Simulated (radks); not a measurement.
Results of a calculation; reference values are marked as such.
Question: Neutral palladium, [Kr] 4d10. Level of theory: non-relativistic Kohn-Sham, exchange-only B88, spin-polarised, spherical densities, point nucleus (a radial shooting solver on a logarithmic mesh with Libxc functionals). Every spin shell is full or empty, so the densities are truly spherical. Functionals are evaluated on that one density, not self-consistently. Rank these exchange functionals by their error against the exact value of the orbitals, and give that value: LDA, B88, revPBE, OPTX, B86b, G96, EV93, APBE, TPSS.

Answer: Exact: -138.892 hartree. From best to worst, with 100 (|E| - |E exact|)/|E exact| (equal figures are ties): B86b +0.08, B88 +0.10, EV93 -0.17, TPSS -0.18, revPBE -0.21, APBE +0.41, G96 +0.41, OPTX +1.21, LDA -4.95.
